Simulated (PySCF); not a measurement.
# Magnetisability: `InChI=1S/C9H12/c1-5-8(4)9(6-2)7-3/h1,6-9H,2-3H2,4H3/t8-/m1/s1`

Molfile (atoms numbered from 1):
```
C9H12
     RDKit          3D

 21 20  0  0  0  0  0  0  0  0999 V2000
   -1.8547    0.0354    2.3704 C   0  0  0  0  0  0  0  0  0  0  0  0
   -1.4127   -0.3521    1.3278 C   0  0  0  0  0  0  0  0  0  0  0  0
   -0.8885   -0.8089    0.0535 C   0  0  1  0  0  0  0  0  0  0  0  0
   -1.8965   -0.5174   -1.0609 C   0  0  0  0  0  0  0  0  0  0  0  0
    0.4800   -0.1486   -0.2561 C   0  0  0  0  0  0  0  0  0  0  0  0
    0.3539    1.3461   -0.2932 C   0  0  0  0  0  0  0  0  0  0  0  0
    0.6851    2.0939   -1.3284 C   0  0  0  0  0  0  0  0  0  0  0  0
    1.4842   -0.5295    0.7930 C   0  0  0  0  0  0  0  0  0  0  0  0
    2.6007   -1.1882    0.5486 C   0  0  0  0  0  0  0  0  0  0  0  0
   -2.2420    0.3667    3.2876 H   0  0  0  0  0  0  0  0  0  0  0  0
   -0.7294   -1.8931    0.1217 H   0  0  0  0  0  0  0  0  0  0  0  0
   -2.0654    0.5541   -1.1439 H   0  0  0  0  0  0  0  0  0  0  0  0
   -2.8461   -1.0035   -0.8482 H   0  0  0  0  0  0  0  0  0  0  0  0
   -1.5212   -0.8845   -2.0139 H   0  0  0  0  0  0  0  0  0  0  0  0
    0.8194   -0.5112   -1.2318 H   0  0  0  0  0  0  0  0  0  0  0  0
   -0.0327    1.7933    0.6132 H   0  0  0  0  0  0  0  0  0  0  0  0
    1.0723    1.6669   -2.2397 H   0  0  0  0  0  0  0  0  0  0  0  0
    0.5859    3.1661   -1.3119 H   0  0  0  0  0  0  0  0  0  0  0  0
    1.2319   -0.2236    1.7996 H   0  0  0  0  0  0  0  0  0  0  0  0
    3.2951   -1.4428    1.3313 H   0  0  0  0  0  0  0  0  0  0  0  0
    2.8718   -1.5020   -0.4467 H   0  0  0  0  0  0  0  0  0  0  0  0
  1  2  3  0
  2  3  1  0
  3  4  1  0
  3  5  1  0
  5  6  1  0
  6  7  2  0
  5  8  1  0
  8  9  2  0
  1 10  1  0
  3 11  1  1
  4 12  1  0
  4 13  1  0
  4 14  1  0
  5 15  1  0
  6 16  1  0
  7 17  1  0
  7 18  1  0
  8 19  1  0
  9 20  1  0
  9 21  1  0
M  END
```

Computed, not measured: GIAO BHandHLYP/pcSseg-1 magnetisability, rotational g tensor and spin-rotation constants, non-relativistic, gas phase (PySCF). Geometry: GFN2-xTB.

Q: What are the magnetisability and the molar susceptibility?

A: Isotropic -1459 × 10⁻³⁰ J/T², or -87.8 × 10⁻⁶ cm³/mol; principal values -1556, -1451, -1369 × 10⁻³⁰ J/T², anisotropy 163 × 10⁻³⁰ J/T² (root of half the summed squared differences of the principal values). The susceptibility is in cgs units.

Q: Split it along the inertial axes a, b, c into diamagnetic and paramagnetic parts about the centre of mass, with the quadrupole moment.

A: 
```csv
axis,χ (10⁻⁶ cm³/mol),diamagnetic (10⁻⁶ cm³/mol),paramagnetic (10⁻⁶ cm³/mol),summed x² of all electrons (Å²),quadrupole Θ (D Å)
a,-90.8,-833.6,742.8,176.1,-2.39
b,-87.1,-1036.1,948.9,128.4,-1.42
c,-85.6,-1292.0,1206.4,68.1,+3.81
```
Anisotropies 2χaa − χbb − χcc = -8.8 and 2χbb − χaa − χcc = +2.1 × 10⁻⁶ cm³/mol. Θ is traceless in Buckingham's convention.

Q: And the rotational g tensor?

A: 
| axis | rotational constant (GHz) | g | nuclear part | electronic part |
| --- | --- | --- | --- | --- |
| a | 1.7570 | -0.0046 | 0.6085 | -0.6131 |
| b | 1.3366 | -0.0062 | 0.5897 | -0.5959 |
| c | 1.0424 | -0.0071 | 0.5838 | -0.5908 |

Asymmetric top; isotopes 12C, 1H; no vibrational averaging.
